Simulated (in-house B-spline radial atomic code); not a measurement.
**RPA and G0W0 on LC-wPBE: I2+**

Configuration [Kr] 4d10 5s2 5p3, highest spin, mean-field start LC-wPBE. Computed with a B-spline radial code for spherical atoms: all electrons, scalar-relativistic (spin-free one-electron X2C), finite nucleus, each spin shell either full or empty, empty states to l = 9 with an (l + 1/2)⁻⁴ tail; G0W0 by contour deformation at full frequency.

Spin-orbit coupling, left out, splits p levels strongly here.

Command:
```bash
python run_gw.py task.json out
```
Settings (radii: box in bohr, nucleus in fm):
```
Z                        53
electrons                51
configuration            [Kr] 4d10 5s2 5p3
hamiltonian              x2c
method                   lc_wpbe
lmax                     9
rms_radius               4.75
spin_polarised           True
box_radius               17.55
intervals                69
```

Cost of the run: 11 s on 1 thread of Arm Neoverse N1 (shared host).

Energies (hartree):

```csv
term,value
mean-field total,-7114.13023
Hartree-Fock functional on these orbitals,-7111.73022
direct second order,-4.4275
second-order exchange,1.2173
SOSEX correction,1.1426
```

Q: What is the RPA correlation energy, and what remains with SOSEX?

A: RPA gives -3.9236 hartree (-2.09 eV per electron); RPA + SOSEX gives -2.7809, and the second-order doubles -3.2102 hartree (no singles). SOSEX takes back 29 % of the RPA value.

Quasi-particle levels (eV):

```tsv
level	occupied	mean field	Σx - vxc	Σc	QP weight	G0W0
5p up	yes	-29.765	-0.39	?	?	?
5s down	yes	-38.47	1.35	-2.37	0.954	-39.49
5p down	no	-19.053	2.36	-2.15	0.958	-18.835
```

G0W0 = mean field + (Σx - vxc) + Σc, with Σc (partial-wave tail included) taken at the quasi-particle energy. Only the outer levels were computed. Levels of low weight are left out.

Q: Where does G0W0 put 5p up?

A: At -30.82 eV, with Σc = -0.67 eV and a quasi-particle weight of 0.958. The tabulated removal energy is 29.57 ± 0.025 eV (NIST, measured); the calculation leaves out spin-orbit coupling, Breit and QED terms, and what these don't explain is the method's own error.
